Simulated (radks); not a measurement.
Q: Radial electron density D(r) = 4 pi r^2 rho(r) of an atom or ion with 60 electrons. All-electron calculation, scalar-relativistic Kohn-Sham, r2SCAN, spin-polarised, spherical densities, finite nucleus; meta-GGA in the generalised Kohn-Sham scheme; Fermi nuclear charge, rms radius of each element as measured or else 0.836 A^(1/3) + 0.57 fm. Program: a radial shooting solver on a logarithmic mesh with Libxc functionals.

```
   r/bohr * D(r) (the largest magnitude, 104, reaches the edge; | marks zero)
 0.001118 | *
 0.001515 |   *
 0.002069 |     *
 0.002804 |        *
 0.003801 |             *
 0.005151 |                   *
 0.006981 |                           *
 0.009537 |                                   *
  0.01293 |                                        *
  0.01752 |                                         *
  0.02374 |                                      *
  0.03217 |                                     *
  0.04361 |                                          *
  0.05957 |                                                     *
  0.08074 |                                                      *
   0.1094 |                                            *
   0.1483 |                                          *
    0.201 |                                                *
   0.2746 |                                   *
   0.3721 |                   *
   0.5043 |                     *
   0.6835 |                  *
   0.9263 |        *
    1.265 |     *
    1.715 |  *
    2.324 |*
     3.15 *
    4.269 *
    5.832 *
    7.904 *
    10.71 *
```

What is the nuclear charge?

A: Z = 61. The innermost maximum, from 1s, lies near gamma/Z bohr with gamma = sqrt(1 - (Z/c)^2) = 0.895, here 0.0147 bohr (found: 0.0160), and its height grows with Z. The density is that of the promethium ion Pm+ in [He] 2s(up 1, down 1) 2p6 3s2 3p6 3d10 4s2 4p6 4d10 4f5 5s2 5p6 6s1; the configuration itself is not fixed sharply by these data, and Z only to a few units. D(r) has 4 maxima, at r = 0.0160, 0.0716, 0.201, 0.555 bohr, and minima at 0.0309, 0.132, 0.400 bohr, inside which lie 1.95, 11.12, 29.13 electrons.
